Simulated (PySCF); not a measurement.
SMILES c1(Cc2ccco2)cccs1, singlet (GFN2-xTB optimised geometry):

```
19

C     -0.346    -1.613     0.000
C      1.013    -1.613     0.000
O      1.486    -0.354     0.000
C      0.421     0.474     0.004
C      0.666     1.949    -0.051
C      0.668     2.406    -1.477
C      1.718     2.471    -2.338
C      1.345     2.892    -3.636
C      0.016     3.133    -3.743
S     -0.812     2.852    -2.262
C     -0.734    -0.250    -0.001
H     -0.992    -2.466     0.001
H      1.732    -2.407     0.003
H      1.636     2.165     0.400
H     -0.117     2.466     0.505
H      2.727     2.230    -2.056
H      2.041     3.008    -4.448
H     -0.539     3.461    -4.600
H     -1.732     0.138    -0.003
```

Method: CAM-B3LYP/def2-SVP (PySCF 2.14.0).

**Question.** What are the frontier orbital energies and the dipole moment?

**Answer.** HOMO-2 -8.35 eV, HOMO-1 -8.01 eV, HOMO -7.40 eV, LUMO 0.85 eV, LUMO+1 1.90 eV; dipole moment 0.06 D.

Meta-Löwdin charges at CAM-B3LYP/def2-SVP: C1 -0.16, C2 0.04, O3 -0.25, C4 0.18, C5 -0.18, C6 -0.09, C7 -0.15, C8 -0.13, C9 -0.24, S10 0.23, C11 -0.18, H12 0.12, H13 0.12, H14 0.12, H15 0.12, H16 0.11, H17 0.11, H18 0.12, H19 0.11.
